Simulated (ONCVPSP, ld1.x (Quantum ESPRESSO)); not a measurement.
Potentials for selenium (Se) compared

Generated with ld1.x 7.5 (TM, RRKJ, ultrasoft, PAW), atompaw 4.2 or ONCVPSP 4.0.1. The cutoff is in Ry: for ld1.x and atompaw files where the sum of valence levels is converged to 10 mRy in a Bessel basis, for ONCV files where the hardest occupied wave has 1 mHa per electron of residual kinetic energy. The error is the largest all-electron minus pseudo excitation energy over each file’s own four to seven test configurations (ionisations up to +4, promotions, holes and added fractions of an electron), all of which were solved. The labels leave out finer settings (local radius, basis sizes, second energies), which also bear on the numbers. Spin-polarised tests are not counted. The rows are a selection from randomly drawn settings: files with unsolved tests, undetermined cutoffs or missed reference levels are left out.

A true bound ghost makes a file unfit for plane-wave use even where its test errors are small: the radial tests pick states by their node count and pass the ghost by.

| potential | cutoff (Ry) | largest error (meV) | bound ghosts |
| --- | --- | --- | --- |
| ONCV, PBE, scalar-relativistic, rc 1.30/1.80/1.05/1.40 (spdf), local smoothed, core correction yes, reference 3d10 4s2 4p2, qcut 5/5.1/13.7/7.2, projectors 2/2/2/2 | 170 | +4.6 | s |
| RRKJ, BP86, scalar-relativistic, rc 1.55/1.45 (sp), local s, core correction yes, reference 4s1 4p5 | 30 | -90 | none |
| ONCV, LDA (Perdew-Zunger), scalar-relativistic, rc 0.85/0.90/0.85 (spd), local smoothed, core correction no, reference 3s2 3p6 3d10 4s2 4p4, qcut 12.8/13.2/17.6, projectors 2/2/3 | 280 | -3.9 | none |
| ONCV, PBE, scalar-relativistic, rc 1.40/1.70/1.40 (spd), local smoothed, core correction yes, reference 4s2 4p4, qcut 3.7/4.3/5.9, projectors 3/3/2 | 100 | -72 | d |
| ONCV, PBEsol, scalar-relativistic, rc 1.40/1.10/0.65 (spd), local smoothed, core correction no, reference 3p6 3d10 4s2 4p2, qcut 4.4/16/28, projectors 2/2/3 | 533 | -82 | s |
| ONCV, LDA (Perdew-Wang 92), scalar-relativistic, rc 1.15/1.45/1.15 (spd), local d, core correction yes, reference 4s2 4p1, qcut 6.3/6.7/7, projectors 2/1/0 | 142 | +10.0 | s, p |
| ONCV, BLYP, scalar-relativistic, rc 1.40/1.95/0.60 (spd), local smoothed, core correction yes, reference 3d10 4s2 4p4, qcut 4/3.5/15.8, projectors 2/3/3 | 1245 | -22 | s, d |

Problem. Fill in the row for Se: PAW, PBE, scalar-relativistic, rc 1.65/1.45/1.15 (spd), local smoothed, core correction yes, reference 3d10 4s2 4p3.5.

Solution. cutoff 110 Ry, largest error -11 meV, bound ghosts: none.

Problem. Fill in the row for Se: ONCV, PBEsol, scalar-relativistic, rc 1.10/1.05/0.60 (spd), local smoothed, core correction no, reference 3s2 3p6 3d10 4s1 4p5, qcut 14.5/12.6/18.6, projectors 2/2/1.

Solution. cutoff 1101 Ry, largest error +2.5 meV, bound ghosts: none.
